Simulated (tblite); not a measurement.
A geometry optimisation, step by step.

Compound: C3H11AsSSi.
Numbering: `[CH3:1][S:2][SiH2:3][As:4]([CH3:5])[CH3:6]` (hydrogens: H7, H8, H9 on C1; H10, H11 on Si3; H12, H13, H14 on C5; H15, H16, H17 on C6)

Computed with GFN2-xTB (tblite), gas phase: L-BFGS steps from a force-field or distance-geometry start until the largest atomic force falls under 0.01 eV/Å. 10 of its 92 geometries are shown.

Step 0: E = -527.4858 eV, largest atomic force 0.803 eV/Å
```
atom  x, y, z in Å  |  force x, y, z in eV/Å
C1      2.980    0.499   -0.744    0.134   0.183  -0.722
S2      2.280    0.819    0.903    0.207  -0.192  -0.039
Si3     0.745   -0.675    0.739   -0.675  -0.057  -0.153
As4    -0.809   -0.004   -0.884   -0.213  -0.094   0.384
C5     -1.512    1.464    0.237   -0.080   0.395   0.083
C6     -2.183   -1.295   -0.267   -0.060  -0.168   0.211
H7      2.214    0.726   -1.526    0.524  -0.211   0.553
H8      3.313   -0.548   -0.824   -0.189   0.463   0.064
H9      3.851    1.163   -0.899   -0.522  -0.321   0.205
H10     0.054   -0.815    2.037    0.377   0.083  -0.061
H11     1.321   -1.966    0.353    0.227  -0.032   0.145
H12    -0.773    2.288    0.252   -0.454  -0.291   0.091
H13    -1.710    1.126    1.278    0.100   0.270  -0.681
H14    -2.452    1.836   -0.218    0.471  -0.091   0.349
H15    -3.153   -1.035   -0.735    0.476  -0.301   0.269
H16    -1.883   -2.318   -0.553   -0.329   0.414   0.103
H17    -2.289   -1.253    0.843    0.008  -0.048  -0.802
```

Step 10: E = -527.6345 eV, largest atomic force 0.169 eV/Å
```
atom  x, y, z in Å  |  force x, y, z in eV/Å
C1      2.983    0.495   -0.757    0.008   0.005   0.070
S2      2.295    0.731    0.909    0.011  -0.023  -0.056
Si3     0.697   -0.700    0.709    0.077   0.007   0.001
As4    -0.852    0.003   -0.886   -0.060  -0.022   0.156
C5     -1.522    1.505    0.224    0.025  -0.090  -0.062
C6     -2.200   -1.315   -0.279    0.055   0.074  -0.048
H7      2.229    0.720   -1.510   -0.043   0.008   0.006
H8      3.323   -0.531   -0.852    0.030  -0.005  -0.040
H9      3.820    1.175   -0.858    0.054   0.041  -0.014
H10     0.183   -0.784    2.077    0.014   0.001   0.043
H11     1.379   -1.968    0.409   -0.044  -0.015  -0.006
H12    -0.798    2.319    0.259   -0.003  -0.022  -0.025
H13    -1.711    1.160    1.239   -0.034   0.061   0.000
H14    -2.451    1.888   -0.198    0.002   0.026   0.005
H15    -3.164   -1.087   -0.735   -0.016  -0.050   0.015
H16    -1.915   -2.327   -0.565   -0.015   0.040  -0.015
H17    -2.303   -1.272    0.804   -0.060  -0.035  -0.031
```

Step 20: E = -527.6492 eV, largest atomic force 0.086 eV/Å
```
atom  x, y, z in Å  |  force x, y, z in eV/Å
C1      3.004    0.506   -0.764   -0.002  -0.010  -0.018
S2      2.338    0.697    0.913   -0.056  -0.055   0.036
Si3     0.707   -0.712    0.740    0.075   0.027   0.026
As4    -0.863   -0.009   -0.843   -0.035  -0.002   0.068
C5     -1.534    1.516    0.224    0.009  -0.022  -0.021
C6     -2.225   -1.326   -0.283    0.021   0.015  -0.020
H7      2.228    0.732   -1.493   -0.022   0.023  -0.038
H8      3.360   -0.511   -0.893    0.022  -0.034  -0.015
H9      3.829    1.201   -0.868    0.005   0.033  -0.001
H10     0.249   -0.777    2.130    0.000  -0.010  -0.013
H11     1.352   -1.997    0.414   -0.046   0.036   0.010
H12    -0.788    2.311    0.232   -0.034   0.017   0.026
H13    -1.748    1.222    1.251    0.019   0.001  -0.023
H14    -2.449    1.909   -0.220    0.028   0.009  -0.017
H15    -3.183   -1.111   -0.756    0.029   0.019  -0.016
H16    -1.917   -2.324   -0.593   -0.031  -0.018   0.050
H17    -2.367   -1.315    0.798    0.015  -0.029  -0.035
```

Step 30: E = -527.6527 eV, largest atomic force 0.045 eV/Å
```
atom  x, y, z in Å  |  force x, y, z in eV/Å
C1      3.007    0.509   -0.771    0.003   0.003  -0.021
S2      2.358    0.676    0.915   -0.020  -0.025   0.032
Si3     0.712   -0.711    0.759    0.002  -0.013   0.012
As4    -0.857   -0.015   -0.824    0.015   0.000   0.006
C5     -1.534    1.521    0.222   -0.008   0.005   0.004
C6     -2.224   -1.333   -0.283   -0.010   0.002   0.003
H7      2.224    0.738   -1.494   -0.012   0.009   0.003
H8      3.374   -0.503   -0.918    0.004  -0.004  -0.002
H9      3.823    1.216   -0.869   -0.001   0.007  -0.018
H10     0.264   -0.781    2.152    0.008   0.005  -0.014
H11     1.325   -2.004    0.418   -0.005   0.002   0.013
H12    -0.792    2.319    0.238   -0.001  -0.017   0.002
H13    -1.761    1.236    1.249   -0.005  -0.009  -0.011
H14    -2.442    1.915   -0.238    0.002  -0.008  -0.007
H15    -3.171   -1.104   -0.772   -0.002   0.007  -0.002
H16    -1.928   -2.337   -0.588    0.018   0.017   0.004
H17    -2.385   -1.331    0.794    0.013   0.018  -0.005
```

Step 40: E = -527.6561 eV, largest atomic force 0.045 eV/Å
```
atom  x, y, z in Å  |  force x, y, z in eV/Å
C1      2.994    0.516   -0.785    0.001   0.005  -0.015
S2      2.399    0.610    0.928    0.006   0.007   0.044
Si3     0.718   -0.733    0.790    0.009   0.003  -0.009
As4    -0.823   -0.015   -0.814    0.008   0.000   0.010
C5     -1.537    1.514    0.212    0.006   0.019   0.010
C6     -2.208   -1.315   -0.286   -0.011  -0.023   0.006
H7      2.184    0.750   -1.475   -0.021  -0.009   0.009
H8      3.385   -0.479   -0.977   -0.014  -0.008  -0.009
H9      3.788    1.249   -0.885    0.003   0.005  -0.002
H10     0.282   -0.778    2.190    0.001   0.007  -0.041
H11     1.286   -2.049    0.456   -0.007   0.006   0.015
H12    -0.801    2.316    0.263    0.011   0.004   0.006
H13    -1.804    1.219    1.226    0.000   0.005  -0.007
H14    -2.428    1.907   -0.281    0.011  -0.009   0.000
H15    -3.145   -1.083   -0.793    0.000  -0.009  -0.002
H16    -1.914   -2.324   -0.569    0.003  -0.011  -0.013
H17    -2.383   -1.294    0.789   -0.005   0.008  -0.001
```

Step 51: E = -527.6578 eV, largest atomic force 0.036 eV/Å
```
atom  x, y, z in Å  |  force x, y, z in eV/Å
C1      2.979    0.520   -0.788   -0.009   0.005  -0.002
S2      2.434    0.570    0.945    0.019   0.006   0.011
Si3     0.729   -0.740    0.800   -0.032   0.010  -0.012
As4    -0.806   -0.016   -0.810    0.008  -0.001   0.019
C5     -1.529    1.517    0.209    0.008  -0.010  -0.004
C6     -2.197   -1.314   -0.289    0.006   0.001  -0.007
H7      2.139    0.757   -1.440   -0.010   0.001  -0.028
H8      3.375   -0.465   -1.015   -0.015  -0.015  -0.003
H9      3.760    1.264   -0.904   -0.001   0.013   0.016
H10     0.279   -0.760    2.193   -0.007   0.000   0.014
H11     1.268   -2.072    0.486    0.001  -0.002   0.001
H12    -0.792    2.316    0.281    0.018  -0.007  -0.011
H13    -1.821    1.219    1.215    0.005  -0.006   0.010
H14    -2.407    1.912   -0.303    0.001   0.010   0.000
H15    -3.127   -1.085   -0.811   -0.007  -0.003   0.001
H16    -1.903   -2.327   -0.561    0.016  -0.003  -0.005
H17    -2.388   -1.283    0.783    0.000   0.000   0.001
```

Step 61: E = -527.6592 eV, largest atomic force 0.047 eV/Å
```
atom  x, y, z in Å  |  force x, y, z in eV/Å
C1      2.953    0.524   -0.793   -0.001   0.006   0.014
S2      2.454    0.538    0.955   -0.006   0.018  -0.010
Si3     0.725   -0.741    0.818   -0.031   0.015  -0.032
As4    -0.793   -0.017   -0.808   -0.001  -0.015   0.016
C5     -1.512    1.518    0.207    0.011  -0.009  -0.004
C6     -2.185   -1.319   -0.296    0.015   0.011  -0.012
H7      2.099    0.771   -1.423   -0.013   0.011  -0.006
H8      3.345   -0.456   -1.050   -0.003  -0.010   0.000
H9      3.728    1.274   -0.909    0.014   0.006  -0.005
H10     0.261   -0.741    2.206    0.004  -0.005   0.020
H11     1.250   -2.079    0.513   -0.004  -0.032   0.008
H12    -0.762    2.304    0.287    0.011   0.015   0.003
H13    -1.817    1.221    1.209    0.004  -0.004   0.016
H14    -2.379    1.931   -0.310   -0.003   0.005  -0.011
H15    -3.110   -1.100   -0.829   -0.002  -0.003   0.001
H16    -1.877   -2.330   -0.562    0.000  -0.003   0.004
H17    -2.387   -1.285    0.774    0.003  -0.004  -0.005
```

Step 71: E = -527.6603 eV, largest atomic force 0.023 eV/Å
```
atom  x, y, z in Å  |  force x, y, z in eV/Å
C1      2.929    0.533   -0.798   -0.002   0.003   0.001
S2      2.447    0.531    0.955    0.002  -0.002  -0.003
Si3     0.717   -0.747    0.829    0.003   0.008  -0.007
As4    -0.783   -0.019   -0.808   -0.001  -0.023   0.003
C5     -1.490    1.521    0.208    0.001  -0.001  -0.003
C6     -2.174   -1.325   -0.304    0.001   0.005   0.001
H7      2.069    0.794   -1.415   -0.003   0.010  -0.007
H8      3.308   -0.448   -1.070   -0.004  -0.004   0.002
H9      3.710    1.276   -0.916    0.004   0.000   0.006
H10     0.254   -0.730    2.219   -0.002   0.003   0.003
H11     1.223   -2.099    0.547    0.010  -0.009   0.001
H12    -0.731    2.297    0.293    0.007   0.002   0.003
H13    -1.803    1.225    1.208   -0.003   0.000   0.003
H14    -2.349    1.947   -0.314   -0.008   0.000  -0.001
H15    -3.098   -1.118   -0.844    0.005   0.004  -0.004
H16    -1.854   -2.334   -0.564   -0.005   0.006   0.001
H17    -2.383   -1.290    0.764   -0.002  -0.001   0.000
```

Step 81: E = -527.6608 eV, largest atomic force 0.019 eV/Å
```
atom  x, y, z in Å  |  force x, y, z in eV/Å
C1      2.917    0.540   -0.801    0.005   0.005   0.001
S2      2.444    0.530    0.954    0.006  -0.004  -0.001
Si3     0.719   -0.755    0.834    0.001   0.011   0.006
As4    -0.776   -0.028   -0.805   -0.001  -0.019  -0.003
C5     -1.480    1.516    0.207    0.004  -0.005  -0.002
C6     -2.174   -1.326   -0.305   -0.007  -0.005  -0.006
H7      2.061    0.824   -1.414    0.001   0.004   0.005
H8      3.280   -0.444   -1.085   -0.008   0.000   0.002
H9      3.710    1.272   -0.912    0.008   0.003  -0.008
H10     0.253   -0.721    2.221   -0.004  -0.007   0.012
H11     1.230   -2.110    0.569    0.002   0.002  -0.003
H12    -0.715    2.287    0.294   -0.007   0.008   0.000
H13    -1.799    1.224    1.207    0.002  -0.005  -0.001
H14    -2.335    1.945   -0.319    0.006   0.005   0.003
H15    -3.091   -1.114   -0.855   -0.012  -0.003   0.004
H16    -1.857   -2.337   -0.561   -0.003  -0.004  -0.002
H17    -2.394   -1.292    0.761    0.006   0.012  -0.006
```

Step 91: E = -527.6614 eV, largest atomic force 0.010 eV/Å
```
atom  x, y, z in Å  |  force x, y, z in eV/Å
C1      2.901    0.555   -0.805    0.001   0.000   0.004
S2      2.450    0.526    0.956   -0.002  -0.001   0.005
Si3     0.724   -0.762    0.850    0.001   0.005  -0.004
As4    -0.764   -0.048   -0.804   -0.002  -0.006  -0.005
C5     -1.461    1.505    0.202   -0.001  -0.003  -0.003
C6     -2.179   -1.329   -0.311    0.001  -0.003   0.004
H7      2.047    0.881   -1.401   -0.001   0.002   0.005
H8      3.225   -0.435   -1.113   -0.006  -0.002  -0.001
H9      3.718    1.261   -0.913    0.001   0.000   0.002
H10     0.249   -0.713    2.235    0.008  -0.002  -0.001
H11     1.242   -2.117    0.604   -0.006   0.000  -0.006
H12    -0.691    2.271    0.296   -0.003  -0.001  -0.007
H13    -1.789    1.214    1.199   -0.001  -0.001  -0.002
H14    -2.308    1.941   -0.329    0.002   0.006   0.002
H15    -3.091   -1.112   -0.869    0.004   0.009   0.003
H16    -1.873   -2.345   -0.557    0.006  -0.001   0.002
H17    -2.407   -1.282    0.752    0.000  -0.001   0.002
```

Problem. Summarise the path.

Solution. The energy falls by 16.94 kJ/mol from step 0 to step 91; nine tenths of that is first reached at step 16. It falls at every step. The largest force goes from 0.803 to 0.010 eV/Å. Among the bonds C1–H7 changes most, from 1.118 to 1.090 Å; the atoms move by 0.199 Å rms after alignment.

What follows is the cost of the whole relaxation. Hardware: one thread of an Arm Neoverse N1, shared host. Cost: 1.2 s.
